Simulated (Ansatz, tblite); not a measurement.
Forces on CrBr₂ at its PBE-D4/def2-TZVP geometry. The state is a quintet with charge 0.

The xTB rows come from tblite.

GFN2-xTB (tblite), largest force 0.66 eV/Å:

```xyz
3
positions Å, forces eV/Å
Cr    0.000    0.000    0.000    0.000    0.000    0.000
Br   -0.661   -2.003   -0.982    0.187    0.567    0.278
Br    0.661    2.003    0.982   -0.187   -0.567   -0.278
```

PBE0-D4/def2-TZVP (Ansatz), largest force 0.04 eV/Å:

```
Cr 0.000 0.000 0.000
Br -0.012 -0.037 -0.018
Br 0.012 0.038 0.018
```

BHLYP-D4/def2-TZVP (Ansatz), largest force 0.86 eV/Å:

```
Cr 0.000 0.000 0.000
Br -0.244 -0.738 -0.362
Br 0.244 0.738 0.362
```
